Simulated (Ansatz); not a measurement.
Steps of a relaxation of `N[SiH](F)[S]` radical with UKS PBE0-D4/def2-TZVP.

```sh
$ ansatz run in.yaml --threads 4 --pin off --events-out ev --progress --plain --max-ram 10444MiB
```

```yaml
crystal:
  periodic: [false, false, false]
  atoms:
    - {symbol: N, position_ang: [-0.951834, -0.444496, -0.025393]}
    - {symbol: Si, position_ang: [0.659215, 0.206388, 0.203791]}
    - {symbol: F, position_ang: [0.669529, 1.225654, 1.484910]}
    - {symbol: S, position_ang: [0.933061, 1.173982, -1.624154]}
    - {symbol: H, position_ang: [-1.699441, 0.146955, -0.400847]}
    - {symbol: H, position_ang: [-1.095453, -1.433849, -0.247266]}
    - {symbol: H, position_ang: [1.546224, -0.942634, 0.563360]}
basis:
  gaussian: {orbitals: def2-TZVP}
magnetization: {spin_polarized: true, initial_magnetization: 1}
hamiltonian: {xc: pbe0, dispersion: d4}
relax: {f_tol: 0.005, max_steps: 150}
```

Positions (Å) and forces (eV/Å) along the path, 13 of 13 steps:

```xyz
7
step=1 energy=-22962.2558 eV
N    -0.952   -0.444   -0.025    0.255    0.116   -0.251
Si    0.659    0.206    0.204   -0.931    0.091    0.929
F     0.670    1.226    1.485    0.072   -0.803   -1.153
S     0.933    1.174   -1.624    0.081   -0.031    0.200
H    -1.699    0.147   -0.401    0.509   -0.407    0.253
H    -1.095   -1.434   -0.247    0.138    0.682    0.152
H     1.546   -0.943    0.563   -0.125    0.352   -0.130
7
step=2 energy=-22962.3181 eV
N    -0.962   -0.448   -0.014    0.417    0.140   -0.052
Si    0.634    0.191    0.204   -0.598    0.159    0.728
F     0.670    1.221    1.453    0.007   -0.533   -0.679
S     0.963    1.177   -1.596    0.074    0.103   -0.121
H    -1.696    0.135   -0.396    0.123   -0.098    0.085
H    -1.099   -1.424   -0.241    0.041    0.158    0.069
H     1.551   -0.920    0.543   -0.064    0.072   -0.030
7
step=3 energy=-22962.3447 eV
N    -0.955   -0.448   -0.008    0.035    0.027   -0.078
Si    0.612    0.190    0.196   -0.036   -0.068    0.173
F     0.659    1.203    1.423    0.024    0.070   -0.002
S     1.002    1.200   -1.591    0.036    0.085   -0.095
H    -1.695    0.125   -0.381   -0.081    0.005   -0.006
H    -1.088   -1.424   -0.215   -0.023   -0.060    0.029
H     1.526   -0.915    0.530    0.044   -0.059   -0.022
7
step=4 energy=-22962.3482 eV
N    -0.957   -0.449   -0.015    0.065    0.001   -0.072
Si    0.610    0.187    0.196   -0.062   -0.047    0.011
F     0.660    1.208    1.415    0.029    0.063    0.066
S     1.018    1.217   -1.584    0.018    0.034   -0.041
H    -1.702    0.120   -0.385   -0.033   -0.015    0.006
H    -1.096   -1.430   -0.195   -0.017   -0.007    0.037
H     1.529   -0.920    0.522    0.001   -0.029   -0.007
7
step=5 energy=-22962.3518 eV
N    -0.957   -0.451   -0.031    0.025   -0.100   -0.090
Si    0.604    0.188    0.190   -0.026   -0.027   -0.111
F     0.664    1.212    1.408    0.027    0.023    0.064
S     1.054    1.251   -1.574   -0.032   -0.029    0.053
H    -1.716    0.104   -0.395    0.026   -0.038    0.018
H    -1.108   -1.443   -0.146    0.015    0.152    0.051
H     1.521   -0.928    0.503   -0.034    0.019    0.014
7
step=6 energy=-22962.3463 eV rejected
N    -0.937   -0.455   -0.102    0.256    0.453   -0.006
Si    0.617    0.179    0.167   -0.529    0.470   -0.051
F     0.662    1.196    1.398    0.080   -0.065   -0.013
S     1.076    1.301   -1.558    0.026   -0.067    0.027
H    -1.734    0.081   -0.398    0.040    0.034   -0.036
H    -1.112   -1.432   -0.050   -0.147   -0.542    0.034
H     1.490   -0.938    0.498    0.274   -0.283    0.045
7
step=7 energy=-22962.3559 eV
N    -0.948   -0.449   -0.061    0.022   -0.087   -0.039
Si    0.606    0.188    0.182   -0.077    0.070   -0.027
F     0.668    1.204    1.410    0.032   -0.016    0.011
S     1.059    1.270   -1.567   -0.009   -0.011    0.020
H    -1.721    0.094   -0.408    0.022   -0.011   -0.004
H    -1.113   -1.443   -0.099   -0.007    0.078    0.028
H     1.511   -0.932    0.497    0.017   -0.023    0.013
7
step=8 energy=-22962.3607 eV
N    -0.937   -0.455   -0.106   -0.022   -0.043   -0.002
Si    0.603    0.190    0.175   -0.032   -0.026   -0.024
F     0.684    1.188    1.417    0.006    0.010    0.031
S     1.059    1.308   -1.548    0.008    0.026   -0.027
H    -1.715    0.074   -0.461    0.020    0.029   -0.009
H    -1.139   -1.436   -0.003    0.013    0.007    0.020
H     1.507   -0.936    0.480    0.008   -0.003    0.010
7
step=9 energy=-22962.3614 eV
N    -0.935   -0.464   -0.119    0.062    0.000   -0.021
Si    0.601    0.185    0.166   -0.033   -0.029    0.015
F     0.685    1.169    1.420    0.027    0.017    0.015
S     1.057    1.344   -1.535    0.001    0.003   -0.014
H    -1.694    0.060   -0.519   -0.035   -0.004    0.009
H    -1.163   -1.422    0.083   -0.029   -0.003   -0.015
H     1.510   -0.941    0.458    0.006    0.016    0.011
7
step=10 energy=-22962.3620 eV
N    -0.931   -0.466   -0.132    0.012   -0.016    0.010
Si    0.602    0.184    0.167   -0.010    0.003   -0.026
F     0.686    1.171    1.420    0.003    0.006    0.012
S     1.056    1.340   -1.537    0.004   -0.007    0.008
H    -1.701    0.064   -0.503    0.006    0.010    0.001
H    -1.166   -1.422    0.073   -0.003   -0.007   -0.002
H     1.515   -0.938    0.467   -0.013    0.010   -0.004
7
step=11 energy=-22962.3610 eV rejected
N    -0.928   -0.470   -0.126   -0.138    0.045   -0.051
Si    0.598    0.190    0.166    0.150   -0.062    0.069
F     0.685    1.174    1.421   -0.015    0.012   -0.027
S     1.060    1.335   -1.541   -0.013    0.016    0.003
H    -1.695    0.068   -0.493   -0.029   -0.019   -0.005
H    -1.163   -1.429    0.061    0.019   -0.005    0.011
H     1.505   -0.936    0.466    0.026    0.013    0.000
7
step=12 energy=-22962.3621 eV
N    -0.932   -0.467   -0.129   -0.024   -0.027   -0.001
Si    0.601    0.185    0.167    0.000   -0.004    0.000
F     0.686    1.173    1.418   -0.002    0.001    0.002
S     1.060    1.338   -1.537   -0.002    0.002   -0.003
H    -1.702    0.066   -0.499    0.019   -0.014    0.010
H    -1.165   -1.426    0.068    0.010    0.044   -0.009
H     1.513   -0.936    0.467   -0.002   -0.002    0.001
7
step=13 energy=-22962.3621 eV
N    -0.932   -0.467   -0.129   -0.002    0.000   -0.001
Si    0.601    0.185    0.167    0.001    0.002    0.000
F     0.686    1.173    1.419    0.000    0.000    0.001
S     1.059    1.337   -1.538    0.000    0.000    0.000
H    -1.701    0.066   -0.498    0.001   -0.002    0.001
H    -1.164   -1.426    0.066    0.000    0.001    0.000
H     1.513   -0.937    0.467    0.001   -0.001    0.000
```

It took 37 s on 4 threads of an Intel Xeon 6975P-C on a shared host, with 0.64 GiB of host memory at the peak.
